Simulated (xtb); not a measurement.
Job for xtb: GFN2-xTB on H3NOSi (SMILES N[Si]O), a point of a torsion scan.

```
$ xtb mol.xyz --gfn 2 --sp --chrg 0 --uhf 0
6

N     -0.97467538    -0.07001010     0.18692036
Si     0.34443936    -1.03671557     0.67483424
O      1.50102908    -0.15185943    -0.12111928
H     -1.92783919    -0.24412985     0.45077312
H     -0.86747826     0.74377887    -0.40362397
H      2.41955365    -0.39320268    -0.08636548
```

**Question.** Predict the final total energy.

**Answer.** -10.2571 hartree.
